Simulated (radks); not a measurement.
Q: These are the eigenvalues of the occupied orbitals of an atom or ion with whole-number occupations (hartree). Calculated with a radial shooting solver on a logarithmic mesh with Libxc functionals: Dirac Kohn-Sham, PBE, spin-unpolarised, spherical densities, point nucleus.

orbital  eigenvalue
1s1/2     -3144.118
2s1/2     -561.2829
2p1/2     -538.7777
2p3/2     -462.8523
3s1/2     -135.7700
3p1/2     -125.6441
3p3/2     -108.7634
3d3/2     -92.10003
3d5/2     -88.49585
4s1/2     -32.14666
4p1/2     -27.78708
4p3/2     -23.68209
4d3/2     -16.57965
4d5/2     -15.81375
5s1/2      -7.13669
4f5/2      -6.64465
4f7/2      -6.47528
5p1/2      -5.66220
5p3/2      -4.89818
5d3/2      -2.82948
5d5/2      -2.73288

Which element is it, and in what charge state? The configuration may be excited. Open shells, if any, are shared by 2j + 1.

A: Z = 81, thallium, charge +5: Tl5+ in [Xe] 4f14 5d8. The list shows which subshells hold electrons but not how many an open one holds; the 1s level, -3144.1 hartree, gives Z - s = 79.3 by -(Z - s)^2/2, which with screening and relativity narrows Z to a few neighbours, and the depths of the outer levels then fix element, charge and occupations together.
